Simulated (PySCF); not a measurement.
C₂H₉FOSi₂, SMILES C(O)[Si@@H](C[SiH3])F.

The structure is a stationary point at B3LYP-D3(BJ)/def2-SVP. The structure was generated by enumeration; whether it is a known compound was not checked. Other conformers were not sampled.

Two levels are set side by side: PBE/def2-TZVP (PySCF) and r2SCAN/def2-TZVP (PySCF). Same geometry, gas phase. Differences are taken from unrounded values.

| quantity | r2SCAN | PBE | PBE minus r2SCAN |
|---|---|---|---|
| orbital gap (eV) | 5.86 | 5.19 | -0.67 |
| highest occupied level (eV) | -6.37 | -6.05 | 0.31 |
| lowest empty level (eV) | -0.50 | -0.86 | -0.36 |
| dipole moment (D) | 2.01 | 1.93 | -0.08 |
| mean polarisability (bohr³) | 79.9 | 82.5 | 2.6 |

Rough cost on one machine, each run with all the roots and properties that it gave: r2SCAN against PBE about 4 times.
